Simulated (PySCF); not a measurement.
Atomic charges against the basis set

CH2ClF3Si.
SMILES with atom numbers: `[F:1][SiH2:2][C:3]([F:4])([F:5])[Cl:6]` (hydrogens: H7, H8 on Si2)

PBE0 throughout (PySCF), one geometry, spherical d and f functions. The structure is a single PBE0-D3(BJ)/def2-SVP conformer in the gas phase; no vibrational or solvent corrections. Atoms taken as equivalent share a column and are averaged.

Mulliken charges (e):

```json
{"basis": "STO-3G", "functions": "40", "F1": "-0.229", "Si2": "+0.708", "C3": "+0.090", "F4/F5": "-0.081", "Cl6": "-0.195", "H7/H8": "-0.106"}
{"basis": "6-31G", "functions": "66", "F1": "-0.451", "Si2": "+1.000", "C3": "+0.048", "F4/F5": "-0.255", "Cl6": "+0.113", "H7/H8": "-0.100"}
{"basis": "pcSseg-0", "functions": "66", "F1": "-0.484", "Si2": "+1.160", "C3": "+0.004", "F4/F5": "-0.301", "Cl6": "+0.040", "H7/H8": "-0.059"}
{"basis": "6-31G*", "functions": "96", "F1": "-0.396", "Si2": "+0.770", "C3": "+0.344", "F4/F5": "-0.275", "Cl6": "-0.029", "H7/H8": "-0.069"}
{"basis": "cc-pVDZ", "functions": "102", "F1": "-0.308", "Si2": "+0.623", "C3": "+0.171", "F4/F5": "-0.157", "Cl6": "-0.073", "H7/H8": "-0.050"}
{"basis": "def2-SVP", "functions": "102", "F1": "-0.335", "Si2": "+0.746", "C3": "+0.200", "F4/F5": "-0.181", "Cl6": "-0.110", "H7/H8": "-0.069"}
{"basis": "aug-cc-pVDZ", "functions": "164", "F1": "-0.615", "Si2": "+0.456", "C3": "+0.676", "F4/F5": "-0.402", "Cl6": "-0.157", "H7/H8": "+0.223"}
{"basis": "6-311+G(2d,p)", "functions": "190", "F1": "-0.452", "Si2": "+0.804", "C3": "+0.063", "F4/F5": "-0.204", "Cl6": "+0.055", "H7/H8": "-0.031"}
{"basis": "def2-TZVP", "functions": "210", "F1": "-0.311", "Si2": "+0.453", "C3": "+0.254", "F4/F5": "-0.145", "Cl6": "-0.096", "H7/H8": "-0.005"}
{"basis": "cc-pVTZ", "functions": "216", "F1": "-0.276", "Si2": "+0.489", "C3": "+0.251", "F4/F5": "-0.148", "Cl6": "-0.122", "H7/H8": "-0.023"}
{"basis": "IGLO-III", "functions": "248", "F1": "-0.484", "Si2": "+1.082", "C3": "+0.011", "F4/F5": "-0.184", "Cl6": "+0.062", "H7/H8": "-0.151"}
```

IAO charges (e):

| basis | functions | F1 | Si2 | C3 | F4/F5 | Cl6 | H7/H8 |
| --- | --- | --- | --- | --- | --- | --- | --- |
| STO-3G | 40 | -0.354 | +0.874 | +0.047 | -0.107 | -0.126 | -0.113 |
| 6-31G | 66 | -0.488 | +0.935 | +0.234 | -0.238 | -0.052 | -0.076 |
| pcSseg-0 | 66 | -0.476 | +0.943 | +0.219 | -0.230 | -0.064 | -0.081 |
| 6-31G* | 96 | -0.512 | +1.064 | +0.283 | -0.258 | -0.074 | -0.123 |
| cc-pVDZ | 102 | -0.510 | +1.046 | +0.293 | -0.258 | -0.075 | -0.119 |
| def2-SVP | 102 | -0.510 | +1.063 | +0.286 | -0.261 | -0.067 | -0.125 |
| aug-cc-pVDZ | 164 | -0.523 | +1.058 | +0.300 | -0.269 | -0.067 | -0.115 |
| 6-311+G(2d,p) | 190 | -0.527 | +1.087 | +0.288 | -0.269 | -0.062 | -0.124 |
| def2-TZVP | 210 | -0.529 | +1.099 | +0.293 | -0.271 | -0.064 | -0.128 |
| cc-pVTZ | 216 | -0.525 | +1.085 | +0.297 | -0.269 | -0.069 | -0.125 |
| IGLO-III | 248 | -0.529 | +1.096 | +0.288 | -0.272 | -0.058 | -0.127 |

Some averages cover members that differ in this geometry, most widely: H7/H8, Mulliken in aug-cc-pVDZ +0.207 to +0.239 e.

Problem. Which scheme is steadiest as the basis changes?

Solution. Largest range over the bases for any column: IAO 0.25 e, Mulliken 0.71 e. IAO charges move least and Mulliken charges most, counted in e. Without the minimal STO-3G basis the ranges are IAO 0.16, Mulliken 0.71 e.

Problem. How much do the charges still move between the two largest bases, cc-pVTZ and IGLO-III?

Solution. At most, over all atoms: Mulliken 0.593 e, IAO 0.011 e.

Problem. What do the same runs give for the total energy, the frontier levels and the dipole moment?

Solution. 
```csv
basis,energy (Eh),HOMO (eV),LUMO (eV),μ (D)
STO-3G,-1074.8279,-5.19,4.35,2.66
6-31G,-1087.7741,-9.28,-0.48,2.33
pcSseg-0,-1086.2926,-9.35,-0.48,2.34
6-31G*,-1087.9240,-8.93,-0.21,1.81
cc-pVDZ,-1087.9836,-8.95,-0.25,1.78
def2-SVP,-1087.4720,-8.98,-0.19,1.71
aug-cc-pVDZ,-1088.0225,-9.17,-0.77,1.80
"6-311+G(2d,p)",-1088.1112,-9.20,-0.81,1.81
def2-TZVP,-1088.1531,-9.10,-0.62,1.72
cc-pVTZ,-1088.1390,-9.06,-0.50,1.72
IGLO-III,-1088.1526,-9.10,-0.52,1.68
```

The dipole is fixed by the density alone, so its range of 0.98 D shows that the density itself changes with the basis, not only its division among atoms.
